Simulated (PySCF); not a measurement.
**A search over the determinants of SnF⁺**

Unrestricted PBE0; basis Sn cc-pVDZ-PP with ECP28, F cc-pVDZ; scalar-relativistic core potentials; PySCF 2.14. Outer shells of the fragments: Sn+ 4d10 5s2 5p1; F 2s2 2p5.

Followed along the bond (rough minima from three points):

```csv
2Ms+1,unpaired,⟨S²⟩ at the start,R at minimum (Å),Te (eV)
1,none,0.00,1.92,0.00
3,"σ ↑, π ↑",2.01,2.02,4.49
```

Solutions found at the starting distance of 2.065 Å, counted from the lowest of them; the search is not exhaustive and high or unbound solutions are not listed, so other states can lie among these:

```csv
2Ms+1,unpaired,term,E (eV),⟨S²⟩,⟨Lz²⟩,μ (D)
1,none,¹Σ⁺,0.00,0.00,0.00,-4.17
3,"σ ↑, π ↑",³Π,4.22,2.01,1.00,-2.43
1,"σ ↓, π ↑",mixed,4.59,1.02,1.00,-1.87
3,π ↑↑,mixed,5.04,2.00,2.01,0.75
3,π ↑↑,mixed,5.15,2.00,2.01,0.77
3,σ ↑↑,³Σ⁺,6.10,2.00,0.00,-1.47
3,"σ ↑, π ↑",³Π,6.77,2.00,1.00,1.14
```

A term symbol is given only where ⟨S²⟩ and ⟨Lz²⟩ are close to those of a pure state; real π, δ and φ orbitals otherwise mix terms. A positive dipole points towards F; it is taken about the centre of mass and depends on that origin.

Problem. Compare the gap between the two lowest followed solutions at the starting distance with the gap between their minima.

Solution. At PBE0 the second solution (triplet, unpaired electrons σ ↑, π ↑) lies +4.22 eV from the first (singlet, closed shell) at 2.065 Å and +4.49 eV at the minima; the two curves relax by different amounts, since their minima lie near 2.02 and 1.92 Å.

Spin–orbit coupling is left out. Counting both spins, an empty level lies below a filled one in some of these solutions, because spin and occupation are held.
